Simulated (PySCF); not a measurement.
PySCF job for Al(Me)2(PH2) (C2H8AlP), SMILES [CH3][Al]([CH3])[PH2], PBE-D3(BJ)/def2-SVP. The structure is a stationary point at PBE-D3(BJ)/def2-SVP. The structure was generated by enumeration; whether it is a known compound was not checked. Other conformers were not sampled.

```python
import numpy as np
from pyscf import gto, scf, dft, df
from pyscf.hessian import thermo

mol = gto.M(
    atom='''
    Al   -0.33132673    0.07841241   -0.29466753
    C    -1.85731738   -1.16117964   -0.41073597
    H    -2.11874671   -1.38087475   -1.46824111
    H    -2.75952688   -0.69052201    0.03958059
    H    -1.69228079   -2.12592406    0.10985021
    C    -0.27231601    1.73009346   -1.36662803
    H     0.16355323    1.51472857   -2.36773010
    H     0.35546724    2.52196569   -0.90894600
    H    -1.28512376    2.14840169   -1.54626890
    P     1.36667240   -0.32156606    1.28639238
    H     2.42193977    0.11529670    0.40751430
    H     1.49967992   -1.71242516    0.93321722
    ''',
    basis='def2-SVP',
    charge=0,
    spin=0,
    max_memory=1600,
    verbose=3,
)
mf = dft.RKS(mol, xc='pbe').density_fit(auxbasis='def2-universal-jkfit')
mf.disp = 'd3bj'
mf.grids.level = 3
mf.conv_tol = 1e-11
mf.max_cycle = 100
mf.kernel()

# [left out here: the lines that compute and print the analytic Hessian (its translational invariance restored by hand, since the grid's response is missing), thermochemistry and intensities]
```

Output:

```
[...]
       3   H                 0.23  0.30  0.02   -0.01  0.05 -0.01   -0.16 -0.22  0.05
       4   H                -0.24 -0.05  0.02   -0.29 -0.15 -0.01    0.20  0.08  0.05
       5   C                -0.06 -0.02  0.04    0.01  0.13 -0.04    0.04 -0.07  0.09
       6   H                 0.09 -0.27  0.15   -0.01 -0.03 -0.03   -0.07 -0.18  0.06
       7   H                 0.14 -0.19  0.06    0.01  0.23 -0.21   -0.06  0.11 -0.11
       8   H                 0.11  0.27 -0.20    0.00  0.07 -0.12   -0.07 -0.31  0.11
       9   P                 0.01  0.01  0.00   -0.01  0.01 -0.02    0.01  0.02 -0.00
      10   H                 0.29 -0.11  0.27    0.05 -0.01  0.06    0.21 -0.06  0.21
      11   H                -0.31  0.04 -0.26   -0.08  0.01 -0.05   -0.24  0.05 -0.24
Mode                                12                  13                  14
Irrep
Freq [cm^-1]                      652.4241            702.9328            721.2942
Reduced mass [au]                   1.4169              2.4781              1.5267
Force const [Dyne/A]                0.3553              0.7214              0.4680
Char temp [K]                     938.6930           1011.3637           1037.7818
Normal mode                   x     y     z       x     y     z       x     y     z
       0  Al                 0.04 -0.03 -0.05   -0.06 -0.10  0.02    0.04 -0.03  0.05
       1   C                -0.04  0.04  0.07    0.06  0.08 -0.01   -0.04  0.06 -0.07
       2   H                 0.31  0.14 -0.05    0.07 -0.01  0.01   -0.18 -0.29  0.04
       3   H                -0.27 -0.26 -0.10    0.04 -0.01  0.04   -0.06 -0.16  0.11
       4   H                 0.10 -0.05 -0.13    0.25  0.14  0.04    0.36  0.21  0.11
       5   C                -0.06  0.05  0.05    0.04  0.09 -0.02   -0.08  0.00 -0.05
       6   H                 0.05 -0.37  0.17   -0.07  0.00 -0.05    0.12  0.10  0.01
       7   H                 0.11  0.03 -0.16   -0.05  0.28 -0.23    0.09 -0.26  0.19
       8   H                 0.06  0.18 -0.26   -0.04 -0.09 -0.02    0.09  0.35 -0.13
       9   P                -0.00  0.00  0.02    0.01  0.01 -0.00   -0.01  0.00 -0.01
      10   H                -0.17 -0.00 -0.20    0.17 -0.05  0.17    0.03 -0.00  0.04
      11   H                -0.03  0.02 -0.10   -0.18  0.03 -0.18   -0.01 -0.00  0.01
Mode                                15                  16                  17
Irrep
Freq [cm^-1]                     1044.1707           1159.4699           1160.7160
Reduced mass [au]                   1.0405              1.2515              1.2245
Force const [Dyne/A]                0.6684              0.9913              0.9720
Char temp [K]                    1502.3291           1668.2191           1670.0118
Normal mode                   x     y     z       x     y     z       x     y     z
       0  Al                -0.00 -0.00 -0.01    0.00  0.01 -0.00    0.00 -0.00  0.00
       1   C                -0.00  0.00  0.00   -0.08 -0.06 -0.01   -0.07 -0.05 -0.01
       2   H                 0.01 -0.00  0.00    0.30  0.20 -0.14    0.27  0.17 -0.12
       3   H                -0.01 -0.01  0.00    0.19  0.32  0.11    0.17  0.28  0.10
       4   H                 0.00 -0.00 -0.01    0.35  0.09  0.10    0.32  0.08  0.09
       5   C                -0.00 -0.00  0.00   -0.00 -0.07  0.05    0.00  0.08 -0.06
       6   H                -0.00 -0.01  0.01   -0.05  0.33 -0.07    0.06 -0.38  0.08
       7   H                 0.00  0.00 -0.00   -0.07  0.18 -0.27    0.07 -0.21  0.32
       8   H                 0.00  0.01 -0.01    0.15  0.23 -0.19   -0.17 -0.26  0.23
       9   P                 0.02 -0.02 -0.01   -0.00 -0.00  0.00   -0.00  0.00 -0.00
      10   H                -0.16  0.66  0.13   -0.01  0.00 -0.01   -0.00  0.01 -0.00
      11   H                -0.57 -0.15  0.37    0.01 -0.00  0.01   -0.01 -0.00  0.00
Mode                                18                  19                  20
Irrep
Freq [cm^-1]                     1369.6692           1370.4744           1375.0726
Reduced mass [au]                   1.0521              1.0517              1.0550
Force const [Dyne/A]                1.1629              1.1638              1.1753
Char temp [K]                    1970.6490           1971.8075           1978.4232
Normal mode                   x     y     z       x     y     z       x     y     z
       0  Al                -0.00  0.00 -0.00    0.00  0.00  0.00    0.00 -0.00  0.00
       1   C                -0.01  0.03 -0.04   -0.01  0.01  0.03    0.02 -0.04 -0.01
       2   H                 0.41 -0.23 -0.08   -0.01 -0.22  0.07   -0.26  0.40 -0.03
       3   H                 0.17 -0.20  0.55    0.02  0.19 -0.12   -0.13 -0.10 -0.23
       4   H                -0.35  0.02  0.07    0.14 -0.14 -0.30    0.08  0.16  0.31
       5   C                 0.00  0.02  0.02    0.05  0.01  0.01   -0.00  0.03  0.04
       6   H                -0.16  0.11 -0.07   -0.55 -0.16 -0.21   -0.24  0.16 -0.11
       7   H                 0.19 -0.14  0.02   -0.25  0.01  0.38    0.30 -0.22  0.04
       8   H                -0.04 -0.20 -0.27    0.12  0.05 -0.35   -0.06 -0.31 -0.41
       9   P                -0.00 -0.00 -0.00   -0.00 -0.00 -0.00    0.00 -0.00 -0.00
      10   H                -0.00 -0.00 -0.01    0.00 -0.00 -0.00    0.00  0.01  0.00
      11   H                 0.01  0.00  0.01    0.01  0.00  0.00   -0.00 -0.00  0.01
Mode                                21                  22                  23
Irrep
Freq [cm^-1]                     1380.0653           2312.1268           2332.9074
Reduced mass [au]                   1.0511              1.0350              1.0415
Force const [Dyne/A]                1.1795              3.2600              3.3396
Char temp [K]                    1985.6067           3326.6357           3356.5344
Normal mode                   x     y     z       x     y     z       x     y     z
       0  Al                -0.00  0.00  0.00    0.00  0.00  0.00    0.00  0.00 -0.00
       1   C                -0.01  0.02  0.04    0.00 -0.00 -0.00    0.00 -0.00  0.00
       2   H                -0.01 -0.32  0.10   -0.00 -0.00 -0.00    0.00 -0.00 -0.00
       3   H                 0.04  0.29 -0.16    0.00  0.00  0.00    0.00  0.00  0.00
       4   H                 0.18 -0.21 -0.44   -0.00  0.00 -0.00   -0.00 -0.00 -0.00
       5   C                -0.03  0.02  0.02    0.00 -0.00 -0.00   -0.00 -0.00  0.00
       6   H                 0.18  0.26  0.05   -0.00  0.00 -0.00   -0.00 -0.00  0.00
       7   H                 0.40 -0.19 -0.22   -0.00  0.00  0.00    0.00 -0.00  0.00
       8   H                -0.13 -0.29 -0.09    0.00 -0.00 -0.00    0.00  0.00 -0.00
       9   P                -0.00 -0.00 -0.00   -0.02  0.01  0.02    0.01  0.03 -0.01
      10   H                 0.00 -0.00  0.00    0.51  0.23 -0.41   -0.51 -0.21  0.42
      11   H                 0.00 -0.00  0.00    0.06 -0.68 -0.15    0.07 -0.67 -0.16
Mode                                24                  25                  26
Irrep
Freq [cm^-1]                     2957.0106           2957.9694           3042.4689
Reduced mass [au]                   1.0372              1.0371              1.0975
Force const [Dyne/A]                5.3436              5.3465              5.9858
Char temp [K]                    4254.4799           4255.8594           4377.4353
Normal mode                   x     y     z       x     y     z       x     y     z
       0  Al                 0.00  0.00 -0.00   -0.00  0.00 -0.00   -0.00  0.00  0.00
       1   C                -0.04 -0.02 -0.00    0.03  0.01  0.00   -0.03  0.04  0.07
       2   H                 0.09  0.08  0.44   -0.07 -0.06 -0.32   -0.16 -0.12 -0.62
       3   H                 0.42 -0.24 -0.22   -0.30  0.17  0.16    0.54 -0.28 -0.26
       4   H                -0.07  0.32 -0.18    0.05 -0.23  0.13    0.02 -0.13  0.09
       5   C                -0.00 -0.02  0.02   -0.00 -0.03  0.03    0.01 -0.01 -0.01
       6   H                 0.15 -0.08 -0.35    0.21 -0.12 -0.48   -0.03  0.01  0.07
       7   H                 0.16  0.19  0.13    0.22  0.27  0.18    0.02  0.02  0.01
       8   H                -0.29  0.11 -0.04   -0.40  0.15 -0.06   -0.06  0.02 -0.01
       9   P                -0.00 -0.00  0.00    0.00 -0.00 -0.00   -0.00  0.00  0.00
      10   H                -0.00 -0.00 -0.00    0.00  0.00  0.00   -0.00 -0.00 -0.00
      11   H                 0.00 -0.00  0.00    0.00 -0.00  0.00    0.00 -0.00 -0.00
Mode                                27                  28                  29
Irrep
Freq [cm^-1]                     3044.5086           3069.5388           3072.4541
Reduced mass [au]                   1.0970              1.1018              1.1011
Force const [Dyne/A]                5.9907              6.1164              6.1244
Char temp [K]                    4380.3700           4416.3829           4420.5774
Normal mode                   x     y     z       x     y     z       x     y     z
       0  Al                 0.00 -0.00 -0.00   -0.00 -0.00 -0.00   -0.00  0.00 -0.00
       1   C                 0.00 -0.01 -0.01   -0.00  0.00 -0.00   -0.03  0.06 -0.06
       2   H                 0.02  0.01  0.07    0.00  0.00  0.01    0.09  0.10  0.39
       3   H                -0.06  0.03  0.03    0.01 -0.00 -0.00    0.17 -0.08 -0.10
       4   H                -0.00  0.02 -0.01    0.00 -0.02  0.01    0.12 -0.72  0.38
       5   C                 0.05 -0.05 -0.05   -0.07 -0.03 -0.04    0.00  0.00  0.00
       6   H                -0.26  0.12  0.62   -0.05  0.01  0.08    0.00 -0.00 -0.00
       7   H                 0.21  0.24  0.13    0.42  0.54  0.31   -0.01 -0.01 -0.01
       8   H                -0.51  0.20 -0.10    0.51 -0.22  0.08   -0.01  0.01 -0.00
       9   P                 0.00 -0.00 -0.00    0.00  0.00  0.00    0.00  0.00  0.00
      10   H                 0.00 -0.00 -0.00    0.00 -0.00  0.00   -0.00 -0.00 -0.00
      11   H                 0.00  0.00 -0.00   -0.00  0.00 -0.00    0.00 -0.00  0.00
temperature 298.1500 [K]
pressure 101325.00 [Pa]
Rotational constants [GHz] 4.82694 2.56612 1.73279
Symmetry number 1
Zero-point energy (ZPE) 0.08519 [Eh]   223656.392 [J/mol]
                           tot       elec      trans        rot        vib
Entropy [J/mol/K]       406.351      0.000    164.872    113.415    128.064
Cv [J/mol/K]            120.179      0.000     12.472     12.472     95.236
Cp [J/mol/K]            128.494      0.000     20.786     12.472     95.236
Internal energy [J/mol]                      3718.434   3718.434 240058.045
Internal energy [Eh]   -664.07671  -664.17098
Enthalpy [J/mol]                             6197.391   3718.434 240058.045
Enthalpy [Eh]          -664.07577
Gibbs free energy [J/mol]                  -42959.129 -30096.160 201875.646
Gibbs free energy [Eh] -664.12191
mode   freq/cm-1   IR/(km/mol)
   1       10.48         0.029
   2       25.20         0.023
   3      109.36         7.950
   4      139.83         0.119
   5      150.22         2.194
   6      157.47         7.110
   7      365.11         9.811
   8      445.01         5.044
   9      533.99         2.991
  10      545.82         4.641
  11      579.91        26.212
  12      604.76         5.038
  13      652.42        52.346
  14      702.93        83.924
  15      721.29       161.228
  16     1044.17        21.833
  17     1159.47        31.874
  18     1160.72         8.824
  19     1369.67         0.676
  20     1370.47         0.731
  21     1375.07         0.623
  22     1380.07         4.029
  23     2312.13        33.024
  24     2332.91        47.440
  25     2957.01         3.213
  26     2957.97         3.170
  27     3042.47         3.977
  28     3044.51         6.235
  29     3069.54         5.145
  30     3072.45         5.548
max |gradient| / (hartree/bohr): 5.9037556513208364e-05
APT charges: [ 1.1599 -0.4351  0.0091  0.0062  0.0159 -0.4435  0.0169  0.0156  0.0044
 -0.192  -0.0786 -0.0787]
```

Self-consistency was reached.

Cost: roughly 90 core-seconds.
